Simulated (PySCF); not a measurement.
Species: C₅H₇F₃N₂.
Numbering: `[CH3:1][C:2]([CH3:3])=[N:4]/[N:5]=[CH:6]/[C:7]([F:8])([F:9])[F:10]` (hydrogens: H11, H12, H13 on C1; H14, H15, H16 on C3; H17 on C6)

The same species was optimised twice, with GFN2-xTB and with PBE0-D3(BJ)/def2-SVP (PySCF), and the same property calculations (PySCF, gas phase) were run on both structures.

| coordinate | GFN2-xTB | PBE0-D3(BJ)/def2-SVP | change |
| --- | --- | --- | --- |
| N4–N5 (Å) | 1.268 | 1.336 | +0.068 |
| C2=N4 (Å) | 1.262 | 1.281 | +0.019 |
| C7–F10 (Å) | 1.349 | 1.338 | -0.011 |
| C7–F9 (Å) | 1.334 | 1.323 | -0.011 |
| C7–F8 (Å) | 1.349 | 1.340 | -0.009 |
| C6–C7 (Å) | 1.494 | 1.500 | +0.006 |
| C1–C2 (Å) | 1.500 | 1.498 | -0.002 |
| N5=C6 (Å) | 1.270 | 1.268 | -0.002 |
| C2–C3 (Å) | 1.494 | 1.493 | -0.001 |
| C2–N4–N5 (°) | 135.3 | 119.0 | -16.3 |
| N4–N5–C6 (°) | 129.1 | 119.2 | -9.9 |
| C6–C7–F10 (°) | 112.3 | 110.5 | -1.8 |
| F8–C7–F10 (°) | 105.5 | 107.0 | +1.5 |
| F8–C7–F9 (°) | 106.8 | 108.3 | +1.5 |
| C6–C7–F8 (°) | 111.3 | 109.9 | -1.4 |
| C1–C2–C3 (°) | 117.6 | 119.1 | +1.5 |
| F9–C7–F10 (°) | 106.7 | 108.1 | +1.4 |
| C2–N4–N5–C6 (°) | 103 | 117 | +14 |
| N5–C6–C7–F8 (°) | 131 | 126 | -5 |

Rotational constants: A = 3364, B = 541.1, C = 514.3 MHz (GFN2-xTB) against A = 3316, B = 573.6, C = 545.0 MHz (PBE0-D3(BJ)/def2-SVP). Point groups within 0.08 Å: C1 and C1.

On the GFN2-xTB structure: HOMO (eV) -7.37 [PBE0/pcSseg-1]; LUMO (eV) -0.99 [PBE0/pcSseg-1]; dipole (D) 4.69 [PBE0/pcSseg-1]; GIAO shielding of C1 (ppm) 169.5 [PBE0/pcSseg-1]; GIAO shielding of C2 (ppm) 56.5 [PBE0/pcSseg-1]; GIAO shielding of C3 (ppm) 159.9 [PBE0/pcSseg-1]; GIAO shielding of N4 (ppm) -102.3 [PBE0/pcSseg-1]; GIAO shielding of N5 (ppm) -131.1 [PBE0/pcSseg-1]; GIAO shielding of C6 (ppm) 71.3 [PBE0/pcSseg-1]; GIAO shielding of C7 (ppm) 56.5 [PBE0/pcSseg-1]; GIAO shielding of F8/F9/F10 (mean) (ppm) 253.2 [PBE0/pcSseg-1].

Task: What do these properties become on the PBE0-D3(BJ)/def2-SVP structure?

Result: 
```tsv
property	level	on GFN2-xTB	on PBE0-D3(BJ)/def2-SVP	change
HOMO (eV)	PBE0/pcSseg-1	-7.37	-7.39	-0.02
LUMO (eV)	PBE0/pcSseg-1	-0.99	-1.32	-0.33
dipole (D)	PBE0/pcSseg-1	4.69	3.81	-0.88
energy, GFN2-xTB geometry as zero (kcal/mol)	PBE0/pcSseg-1	0.0	-6.4	-6.4
GIAO shielding of C1 (ppm)	PBE0/pcSseg-1	169.5	164.7	-4.8
GIAO shielding of C2 (ppm)	PBE0/pcSseg-1	56.5	26.4	-30.1
GIAO shielding of C3 (ppm)	PBE0/pcSseg-1	159.9	157.1	-2.8
GIAO shielding of N4 (ppm)	PBE0/pcSseg-1	-102.3	-123.1	-20.8
GIAO shielding of N5 (ppm)	PBE0/pcSseg-1	-131.1	-164.7	-33.6
GIAO shielding of C6 (ppm)	PBE0/pcSseg-1	71.3	46.1	-25.2
GIAO shielding of C7 (ppm)	PBE0/pcSseg-1	56.5	59.5	+3.0
GIAO shielding of F8/F9/F10 (mean) (ppm)	PBE0/pcSseg-1	253.2	261.4	+8.2
```

The heavy atoms differ by 0.265 Å rms after alignment. Among the bonds compared N4–N5 changes most (+0.068 Å). Changes are differences of the printed values. Neither structure is proved a minimum here.

The values belong to the conformer `[CH3:1][C:2]([CH3:3])=[N:4]/[N:5]=[CH:6]/[C:7]([F:8])([F:9])[F:10]`: C2–N4–N5–C6 117°, N5–C6–C7–F8 126°.
